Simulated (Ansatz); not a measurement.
Reactions of ClFH$_{6}$O$_{2}$Si$_{3}$ (`F[Si](Cl)(O[SiH3])O[SiH3]`).

Program: Ansatz. Geometries: PBE0-D4/def2-TZVP. ΔE: electronic, gas phase. CCSD(T)/CBS is the MP2 limit (def2-TZVPP, def2-QZVPP) plus CCSD(T) − MP2 in def2-TZVPP, frozen cores. This one scheme is used for every species. Elements past krypton have def2 core potentials. For Ga, In, Zn outer-core shells are correlated without core-valence functions, which leaves a few kJ/mol of doubt a bond. Scalar relativity is left out up to krypton. Each species was taken in one conformer, which may not be the lowest.

| reaction | CCSD(T)/CBS(def2) (kJ/mol) |
| --- | --- |
| `F[Si](Cl)(O[SiH3])O[SiH3]` + `[OH][GaH2]` → `[SiH3][O][GaH2]` + `O[Si](F)(Cl)O[SiH3]` | 7 |
| `F[Si](Cl)(O[SiH3])O[SiH3]` + `C[O][Zn][OH]` → `O[Si](F)(Cl)O[SiH3]` + `C[O][Zn][O][SiH3]` | ? |
| `F[Si](Cl)(O[SiH3])O[SiH3]` + H₂ → `[SiH3]O[SiH](Cl)O[SiH3]` + H–F | 130 |
| `F[Si](Cl)(O[SiH3])O[SiH3]` + BH₃ → `B[Si](F)(Cl)O[SiH3]` + `O[SiH3]` | ? |
| `F[Si](Cl)(O[SiH3])O[SiH3]` + H₂O → `O[Si](F)(Cl)O[SiH3]` + `O[SiH3]` | 26 |
| `F[Si](Cl)(O[SiH3])O[SiH3]` + `[OH][InH2]` → `[SiH3][O][InH2]` + `O[Si](F)(Cl)O[SiH3]` | 0 |

(1) Fill in the missing values. (Best estimate.)

Largest T1 diagnostic: 0.017, for `C[O][Zn][OH]`.

Results:

(1) Computed: `F[Si](Cl)(O[SiH3])O[SiH3]` + `C[O][Zn][OH]` → `O[Si](F)(Cl)O[SiH3]` + `C[O][Zn][O][SiH3]`: 0.0 kJ/mol; `F[Si](Cl)(O[SiH3])O[SiH3]` + BH₃ → `B[Si](F)(Cl)O[SiH3]` + `O[SiH3]`: +152.6 kJ/mol.
